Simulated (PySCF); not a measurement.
## Atomic charges by several schemes

C₆H₅ClO₂S.
Cartesian coordinates in Å at the GFN2-xTB level; atoms count from 1:
```xyz
15
C6H5ClO2S angstrom
O      2.9266   -0.0504   -1.2479
S      2.3497    0.2062    0.0312
O      2.7764    1.3435    0.7788
Cl     2.7504   -1.4331    1.1885
C      0.5823    0.1118   -0.0348
C      0.0018   -0.6252   -1.0429
C     -1.3805   -0.7235   -1.0727
C     -2.1369   -0.0911   -0.0966
C     -1.5274    0.6429    0.9106
C     -0.1459    0.7458    0.9472
H      0.6307   -1.0941   -1.7824
H     -1.8648   -1.2928   -1.8510
H     -3.2132   -0.1707   -0.1214
H     -2.1254    1.1297    1.6650
H      0.3718    1.3092    1.7063
```

Density: PBE0/pcSseg-1 (PySCF); schemes: Mulliken, IAO, Hirshfeld and ESP-fitted. Geometry: GFN2-xTB, one conformer, isolated molecule.

Question: What partial charge does each atom carry?

Answer: In e; atoms taken as equivalent share a row and are averaged (×n: the atom named and its like, n in all):

```
   atom                  environment  Mulliken     IAO  Hirshfeld  ESP-fitted
  O1/O3              sulfonyl oxygen    -0.466  -0.829     -0.273      -0.386
     S2              sulfonyl sulfur    +1.094  +1.985     +0.520      +0.731
    Cl4         chlorine bonded to S    -0.136  -0.281     -0.083      -0.134
     C5  substituted aromatic carbon    -0.543  -0.238     -0.034      +0.159
 C6/C10           aromatic CH carbon    +0.088  -0.132     -0.035      -0.246
  C7/C9           aromatic CH carbon    -0.075  -0.141     -0.031      -0.018
     C8           aromatic CH carbon    -0.054  -0.129     -0.025      -0.249
H11/H15            aromatic hydrogen    +0.109  +0.183     +0.058      +0.168
H12/H14            aromatic hydrogen    +0.109  +0.167     +0.062      +0.141
    H13            aromatic hydrogen    +0.106  +0.165     +0.061      +0.176
```

Mean size of the charges over all atoms: IAO 0.380 e, Mulliken 0.242 e, ESP-fitted 0.224 e, Hirshfeld 0.110 e. Each set sums to the total charge, 0, to within 0.001 e. The Hirshfeld scheme weights the molecular density at each point by an atom's share of the summed free-atom densities.

Lowest charge. The schemes don't all agree: Mulliken C5 (-0.543); IAO O1/O3 (-0.829); Hirshfeld O1/O3 (-0.273); ESP-fitted O1/O3 (-0.386).

Highest charge. All schemes agree: Mulliken S2 (+1.094); IAO S2 (+1.985); Hirshfeld S2 (+0.520); ESP-fitted S2 (+0.731).

Question: How closely do the schemes follow one another over all atoms?

Answer: Correlation coefficient and root-mean-square difference: IAO with Hirshfeld 0.99, 0.444 e; Mulliken with IAO 0.94, 0.295 e; Mulliken with Hirshfeld 0.92, 0.218 e; Hirshfeld with ESP-fitted 0.91, 0.141 e; IAO with ESP-fitted 0.90, 0.384 e; Mulliken with ESP-fitted 0.74, 0.248 e.

Question: How many electrons does the ESP-fitted scheme count on Cl4?

Answer: Z − q = 17 − (-0.134) = 17.134.
